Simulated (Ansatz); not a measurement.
**Molecular dynamics of HI**

Input:

```yaml
crystal:
  periodic: [false, false, false]
  atoms:
    - { symbol: I, position_ang: [-0.693136, 0.24912, -0.350845] }
    - { symbol: H, position_ang: [0.693136, -0.24912, 0.350845] }
magnetization:
  spin_polarized: true
basis:
  gaussian: { orbitals: def2-SVPD }
hamiltonian:
  xc: pbe
md:
  timestep: 0.25
  n_steps: 150
  ensemble: nvt_langevin
  temperature: 200.0
  initial_velocities: maxwell_boltzmann
  seed: 618360
  friction: 0.01
```

Launched with:

```bash
$ ansatz run input.yaml --threads 1 --pin off --max-ram 2048MiB --backend cpu --events-out ev --progress --plain --runs-dir out
```

It starts from a relaxed structure.

Output, in part (one step line in 2, the closing report, with atoms numbered from 0):

```
md step     0: t =     0.00 fs  T =   100.0 K  F+E_penalty+E_count = -8116.66047790 eV  E_kin = 0.025852 eV  (22 SCF iters)
md step     2: t =     0.50 fs  T =    91.3 K  F+E_penalty+E_count = -8116.66047262 eV  E_kin = 0.023613 eV  (18 SCF iters)
md step     4: t =     1.00 fs  T =    91.3 K  F+E_penalty+E_count = -8116.66048340 eV  E_kin = 0.023614 eV  (18 SCF iters)
md step     6: t =     1.50 fs  T =    83.9 K  F+E_penalty+E_count = -8116.66045312 eV  E_kin = 0.021686 eV  (18 SCF iters)
md step     8: t =     2.00 fs  T =    92.7 K  F+E_penalty+E_count = -8116.66039115 eV  E_kin = 0.023958 eV  (19 SCF iters)
md step    10: t =     2.50 fs  T =   101.9 K  F+E_penalty+E_count = -8116.66030159 eV  E_kin = 0.026350 eV  (19 SCF iters)
md step    12: t =     3.00 fs  T =    94.1 K  F+E_penalty+E_count = -8116.66013807 eV  E_kin = 0.024330 eV  (19 SCF iters)
md step    14: t =     3.50 fs  T =    89.1 K  F+E_penalty+E_count = -8116.65992083 eV  E_kin = 0.023030 eV  (19 SCF iters)
md step    16: t =     4.00 fs  T =    92.8 K  F+E_penalty+E_count = -8116.65968747 eV  E_kin = 0.023990 eV  (19 SCF iters)
md step    18: t =     4.50 fs  T =    84.0 K  F+E_penalty+E_count = -8116.65936038 eV  E_kin = 0.021728 eV  (19 SCF iters)
md step    20: t =     5.00 fs  T =    99.8 K  F+E_penalty+E_count = -8116.65888499 eV  E_kin = 0.025790 eV  (18 SCF iters)
md step    22: t =     5.50 fs  T =    93.0 K  F+E_penalty+E_count = -8116.65830855 eV  E_kin = 0.024030 eV  (19 SCF iters)
md step    24: t =     6.00 fs  T =    94.1 K  F+E_penalty+E_count = -8116.65789472 eV  E_kin = 0.024334 eV  (18 SCF iters)
md step    26: t =     6.50 fs  T =    93.6 K  F+E_penalty+E_count = -8116.65747600 eV  E_kin = 0.024188 eV  (19 SCF iters)
md step    28: t =     7.00 fs  T =   100.5 K  F+E_penalty+E_count = -8116.65735109 eV  E_kin = 0.025984 eV  (19 SCF iters)
md step    30: t =     7.50 fs  T =   123.5 K  F+E_penalty+E_count = -8116.65725580 eV  E_kin = 0.031937 eV  (17 SCF iters)
md step    32: t =     8.00 fs  T =   119.2 K  F+E_penalty+E_count = -8116.65733250 eV  E_kin = 0.030815 eV  (18 SCF iters)
md step    34: t =     8.50 fs  T =    89.5 K  F+E_penalty+E_count = -8116.65735771 eV  E_kin = 0.023143 eV  (17 SCF iters)
md step    36: t =     9.00 fs  T =    88.8 K  F+E_penalty+E_count = -8116.65774345 eV  E_kin = 0.022966 eV  (19 SCF iters)
md step    38: t =     9.50 fs  T =   106.5 K  F+E_penalty+E_count = -8116.65828409 eV  E_kin = 0.027520 eV  (19 SCF iters)
md step    40: t =    10.00 fs  T =   110.9 K  F+E_penalty+E_count = -8116.65884310 eV  E_kin = 0.028665 eV  (19 SCF iters)
md step    42: t =    10.50 fs  T =   106.8 K  F+E_penalty+E_count = -8116.65932926 eV  E_kin = 0.027615 eV  (19 SCF iters)
md step    44: t =    11.00 fs  T =   106.8 K  F+E_penalty+E_count = -8116.65980434 eV  E_kin = 0.027610 eV  (19 SCF iters)
md step    46: t =    11.50 fs  T =   118.4 K  F+E_penalty+E_count = -8116.66015979 eV  E_kin = 0.030618 eV  (20 SCF iters)
md step    48: t =    12.00 fs  T =   127.0 K  F+E_penalty+E_count = -8116.66041911 eV  E_kin = 0.032827 eV  (18 SCF iters)
md step    50: t =    12.50 fs  T =   130.0 K  F+E_penalty+E_count = -8116.66046957 eV  E_kin = 0.033599 eV  (23 SCF iters)
md step    52: t =    13.00 fs  T =   155.1 K  F+E_penalty+E_count = -8116.66027422 eV  E_kin = 0.040104 eV  (19 SCF iters)
md step    54: t =    13.50 fs  T =   146.7 K  F+E_penalty+E_count = -8116.66000650 eV  E_kin = 0.037923 eV  (18 SCF iters)
md step    56: t =    14.00 fs  T =   165.4 K  F+E_penalty+E_count = -8116.65977920 eV  E_kin = 0.042760 eV  (19 SCF iters)
md step    58: t =    14.50 fs  T =   158.7 K  F+E_penalty+E_count = -8116.65940603 eV  E_kin = 0.041038 eV  (19 SCF iters)
md step    60: t =    15.00 fs  T =   136.1 K  F+E_penalty+E_count = -8116.65883255 eV  E_kin = 0.035184 eV  (19 SCF iters)
md step    62: t =    15.50 fs  T =   137.6 K  F+E_penalty+E_count = -8116.65828202 eV  E_kin = 0.035582 eV  (19 SCF iters)
md step    64: t =    16.00 fs  T =   140.0 K  F+E_penalty+E_count = -8116.65792825 eV  E_kin = 0.036201 eV  (19 SCF iters)
md step    66: t =    16.50 fs  T =   139.8 K  F+E_penalty+E_count = -8116.65776708 eV  E_kin = 0.036152 eV  (17 SCF iters)
md step    68: t =    17.00 fs  T =   115.4 K  F+E_penalty+E_count = -8116.65802270 eV  E_kin = 0.029837 eV  (18 SCF iters)
md step    70: t =    17.50 fs  T =   120.3 K  F+E_penalty+E_count = -8116.65842830 eV  E_kin = 0.031111 eV  (19 SCF iters)
md step    72: t =    18.00 fs  T =   113.4 K  F+E_penalty+E_count = -8116.65878216 eV  E_kin = 0.029325 eV  (18 SCF iters)
md step    74: t =    18.50 fs  T =   108.1 K  F+E_penalty+E_count = -8116.65931246 eV  E_kin = 0.027937 eV  (19 SCF iters)
md step    76: t =    19.00 fs  T =   116.0 K  F+E_penalty+E_count = -8116.65986591 eV  E_kin = 0.029982 eV  (19 SCF iters)
md step    78: t =    19.50 fs  T =   102.7 K  F+E_penalty+E_count = -8116.66027852 eV  E_kin = 0.026549 eV  (19 SCF iters)
md step    80: t =    20.00 fs  T =   112.1 K  F+E_penalty+E_count = -8116.66046813 eV  E_kin = 0.028987 eV  (19 SCF iters)
md step    82: t =    20.50 fs  T =   137.2 K  F+E_penalty+E_count = -8116.66042638 eV  E_kin = 0.035463 eV  (19 SCF iters)
md step    84: t =    21.00 fs  T =   134.3 K  F+E_penalty+E_count = -8116.66006573 eV  E_kin = 0.034732 eV  (19 SCF iters)
md step    86: t =    21.50 fs  T =   149.9 K  F+E_penalty+E_count = -8116.65924440 eV  E_kin = 0.038763 eV  (18 SCF iters)
md step    88: t =    22.00 fs  T =   149.1 K  F+E_penalty+E_count = -8116.65802236 eV  E_kin = 0.038535 eV  (18 SCF iters)
md step    90: t =    22.50 fs  T =   121.4 K  F+E_penalty+E_count = -8116.65662911 eV  E_kin = 0.031381 eV  (19 SCF iters)
md step    92: t =    23.00 fs  T =   118.2 K  F+E_penalty+E_count = -8116.65541110 eV  E_kin = 0.030563 eV  (18 SCF iters)
md step    94: t =    23.50 fs  T =   107.2 K  F+E_penalty+E_count = -8116.65439714 eV  E_kin = 0.027707 eV  (19 SCF iters)
md step    96: t =    24.00 fs  T =   101.9 K  F+E_penalty+E_count = -8116.65358644 eV  E_kin = 0.026336 eV  (19 SCF iters)
md step    98: t =    24.50 fs  T =    94.9 K  F+E_penalty+E_count = -8116.65319230 eV  E_kin = 0.024531 eV  (18 SCF iters)
md step   100: t =    25.00 fs  T =    86.1 K  F+E_penalty+E_count = -8116.65306075 eV  E_kin = 0.022261 eV  (25 SCF iters)
md step   102: t =    25.50 fs  T =    76.5 K  F+E_penalty+E_count = -8116.65310707 eV  E_kin = 0.019774 eV  (17 SCF iters)
md step   104: t =    26.00 fs  T =    65.3 K  F+E_penalty+E_count = -8116.65331597 eV  E_kin = 0.016891 eV  (19 SCF iters)
md step   106: t =    26.50 fs  T =    99.7 K  F+E_penalty+E_count = -8116.65433170 eV  E_kin = 0.025781 eV  (19 SCF iters)
md step   108: t =    27.00 fs  T =   121.2 K  F+E_penalty+E_count = -8116.65587537 eV  E_kin = 0.031335 eV  (19 SCF iters)
md step   110: t =    27.50 fs  T =   124.8 K  F+E_penalty+E_count = -8116.65747760 eV  E_kin = 0.032263 eV  (19 SCF iters)
md step   112: t =    28.00 fs  T =   141.5 K  F+E_penalty+E_count = -8116.65881789 eV  E_kin = 0.036573 eV  (19 SCF iters)
md step   114: t =    28.50 fs  T =   144.8 K  F+E_penalty+E_count = -8116.65985210 eV  E_kin = 0.037440 eV  (19 SCF iters)
md step   116: t =    29.00 fs  T =   153.2 K  F+E_penalty+E_count = -8116.66036128 eV  E_kin = 0.039602 eV  (19 SCF iters)
md step   118: t =    29.50 fs  T =   149.8 K  F+E_penalty+E_count = -8116.66047810 eV  E_kin = 0.038720 eV  (19 SCF iters)
md step   120: t =    30.00 fs  T =   146.1 K  F+E_penalty+E_count = -8116.66023676 eV  E_kin = 0.037762 eV  (18 SCF iters)
md step   122: t =    30.50 fs  T =   136.0 K  F+E_penalty+E_count = -8116.65985916 eV  E_kin = 0.035150 eV  (19 SCF iters)
md step   124: t =    31.00 fs  T =   122.9 K  F+E_penalty+E_count = -8116.65947095 eV  E_kin = 0.031779 eV  (19 SCF iters)
md step   126: t =    31.50 fs  T =   133.4 K  F+E_penalty+E_count = -8116.65917392 eV  E_kin = 0.034488 eV  (18 SCF iters)
md step   128: t =    32.00 fs  T =   137.0 K  F+E_penalty+E_count = -8116.65891166 eV  E_kin = 0.035407 eV  (19 SCF iters)
md step   130: t =    32.50 fs  T =   150.7 K  F+E_penalty+E_count = -8116.65881009 eV  E_kin = 0.038969 eV  (18 SCF iters)
md step   132: t =    33.00 fs  T =   132.0 K  F+E_penalty+E_count = -8116.65868202 eV  E_kin = 0.034119 eV  (19 SCF iters)
md step   134: t =    33.50 fs  T =   136.3 K  F+E_penalty+E_count = -8116.65863934 eV  E_kin = 0.035233 eV  (17 SCF iters)
md step   136: t =    34.00 fs  T =   116.6 K  F+E_penalty+E_count = -8116.65880207 eV  E_kin = 0.030132 eV  (19 SCF iters)
md step   138: t =    34.50 fs  T =   102.2 K  F+E_penalty+E_count = -8116.65921743 eV  E_kin = 0.026422 eV  (18 SCF iters)
md step   140: t =    35.00 fs  T =   101.0 K  F+E_penalty+E_count = -8116.65986055 eV  E_kin = 0.026122 eV  (19 SCF iters)
md step   142: t =    35.50 fs  T =    91.9 K  F+E_penalty+E_count = -8116.66038799 eV  E_kin = 0.023762 eV  (18 SCF iters)
md step   144: t =    36.00 fs  T =   109.6 K  F+E_penalty+E_count = -8116.66045265 eV  E_kin = 0.028337 eV  (19 SCF iters)
md step   146: t =    36.50 fs  T =    97.0 K  F+E_penalty+E_count = -8116.66012094 eV  E_kin = 0.025077 eV  (19 SCF iters)
md step   148: t =    37.00 fs  T =    81.2 K  F+E_penalty+E_count = -8116.65948673 eV  E_kin = 0.020984 eV  (19 SCF iters)
md step   150: t =    37.50 fs  T =    87.8 K  F+E_penalty+E_count = -8116.65860056 eV  E_kin = 0.022711 eV  (24 SCF iters)
Total energy: -8116.65864945 eV, -298.2817036984 hartree
Atom 0 at    -0.723650     0.223243    -0.363079 Å, force     0.162384    -0.065058     0.191483 eV/Å
Atom 1 at     0.307416    -0.189848     0.852749 Å, force    -0.162384     0.065058    -0.191483 eV/Å
Dipole moment:     0.055057    -0.022058     0.064922 e Å
```

All steps were run. The mean temperature of the second half is 40 % below the set value. A run of 0.037 ps of so small a system gives no equilibrium averages.

The same pairs are bonded in the first frame and the last. Pairs count as bonded within 1.25 times the sum of covalent radii (0.12 Å more for H–H).

Last frame:

```xyz
2
Properties=species:S:1:pos:R:3
I -0.724 0.223 -0.363
H 0.307 -0.190 0.853
```

Run time: 3 min on 1 thread of Arm Neoverse N1 (shared host), peak memory 0.09 GiB.
